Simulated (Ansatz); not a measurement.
CH4FOSn (`C[O][SnH][F]`) radical, 8 atoms. Total charge 0; spin multiplicity 2. Correlated methods include outer-core shells of Sn, which these sets cover unevenly. Sn: def2 effective core potential. All runs use 4 threads of an Arm Neoverse V2 on a shared host. Correlated methods freeze the cores. Open-shell runs search over several starts.

Question: Give the basis size and wall time and peak host memory of each of these runs in Ansatz. UHF-CCSD(T)/def2-SVP energy; UKS BHLYP-D4/def2-TZVPP energy; direct RPA on PBE orbitals/def2-TZVPP energy; UKS PBE0-D4/def2-SVP energy; UKS ωB97M-V/def2-SVP energy; UKS HSE06 (plane-wave form)-D4/def2-TZVPP energy; UKS PBE0-D4/def2-TZVP frequencies; UKS PBE0-D4/def2-TZVP relaxation (12 steps); UKS PBE0-D4/def2-QZVPP energy; UKS PBE-D4/def2-TZVPP energy and forces; UKS ωB97M-V/def2-QZVPP energy; UKS ωB97M-V/def2-TZVPP energy and forces. (Estimate.)

Answer: The calculation gave: Other jobs shared the machine, so times are rough.

| level | job | functions | wall time | peak host memory (GiB) |
| --- | --- | --- | --- | --- |
| UKS PBE0-D4/def2-SVP | energy | 88 | 1.4 s | 0.24 |
| UKS PBE-D4/def2-TZVPP | energy and forces | 199 | 2.7 s | 0.27 |
| UKS HSE06 (plane-wave form)-D4/def2-TZVPP | energy | 199 | 3.5 s | 0.58 |
| UKS BHLYP-D4/def2-TZVPP | energy | 199 | 4 s | 0.57 |
| UKS ωB97M-V/def2-SVP | energy | 88 | 6.5 s | 0.42 |
| direct RPA on PBE orbitals/def2-TZVPP | energy | 199 | 7 s | 0.58 |
| UKS PBE0-D4/def2-QZVPP | energy | 373 | 8.5 s | 1.3 |
| UKS ωB97M-V/def2-TZVPP | energy and forces | 199 | 12 s | 0.8 |
| UHF-CCSD(T)/def2-SVP | energy | 88 | 15 s | 0.76 |
| UKS ωB97M-V/def2-QZVPP | energy | 373 | 24 s | 1.8 |
| UKS PBE0-D4/def2-TZVP | relaxation (12 steps) | 167 | 41 s | 0.47 |
| UKS PBE0-D4/def2-TZVP | frequencies | 167 | 91 s | 0.46 |
